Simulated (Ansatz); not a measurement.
Input file for Ansatz (an electronic-structure program): R-B3LYP/def2-TZVPPD on C2H6Zn (SMILES [CH3][Zn][CH3]) with ghost functions, monomers drawn apart or pushed together. Files ending in .json are basis or fitting sets from the Basis Set Exchange.

Ansatz 0.2 input:
```yaml
crystal:
  periodic: [false, false, false]
  atoms:
    - {symbol: C, position_ang: [-0.06174966, 2.08216548, -0.20756973]}
    - {symbol: Zn, position_ang: [-0.00395106, 0.05995802, 0.10670318]}
    - {symbol: C, position_ang: [0.09058461, -1.98210733, -0.02291947]}
    - {symbol: H, position_ang: [0.79905814, 2.57491311, 0.23806959]}
    - {symbol: H, position_ang: [-0.94628816, 2.52896537, 0.23991191]}
    - {symbol: H, position_ang: [-0.06990047, 2.35586169, -1.25860766]}
    - {symbol: H, position_ang: [-0.70567375, -2.45556856, 0.54698007]}
    - {symbol: H, position_ang: [1.03006607, -2.35965231, 0.37530943]}
    - {symbol: H, position_ang: [0.01090111, -2.35319772, -1.04096704]}
basis:
  gaussian:
    orbitals: def2-TZVPPD.json
    ghost_atoms:
      - {symbol: O, position_ang: [-0.11891102, 0.23173395, 4.31628384]}
      - {symbol: H, position_ang: [-0.15423047, 1.02296561, 4.85841874]}
      - {symbol: H, position_ang: [-0.10863250, -0.53287388, 4.89605858]}
hamiltonian:
  xc: {name: B3LYP}
scf: {lower_state_search: off}
```

Program output:

```
WARN ansatz: RAYON_NUM_THREADS=2 ignored (pool sized by the plan → 2); use --threads N
Functional definition: B3LYP
these checks for a lower state are left out or cut short: stability, starts, cluster_reference, orbital_swaps, neighbouring_geometries, increment
integrals: 0.26 GiB planned
1551 factors; their error is unknown
mean field: 2.24 GiB planned
mean field evaluation 1: about -50577.9707 eV, gradient 8.9e1 eV
mean field evaluation 2: about -50561.1577 eV, gradient 1.3e2 eV
mean field evaluation 4: about -50593.9085 eV, gradient 9.2e0 eV
mean field evaluation 8: about -50594.0312 eV, gradient 1.6e-2 eV
mean field evaluation 16: about -50594.0850 eV, gradient 3.0e-5 eV
mean field -50594.08503038 eV, -1859.2983309640 hartree, gradient 2.3e-6 eV, S^2 0.000000; 0 other end points of the search recorded, 0 dependent functions left out
reference -50594.08534376 eV, -1859.2983424804 hartree; 24, 24 occupied and 293, 293 virtual orbitals, 1551 factors
Total energy: -50594.08534376 eV, -1859.2983424804 hartree
Checks for a lower state left out: stability, starts, cluster_reference, orbital_swaps, neighbouring_geometries, increment
```

The run converged.

Cost: about 5 core-seconds (a rough figure).
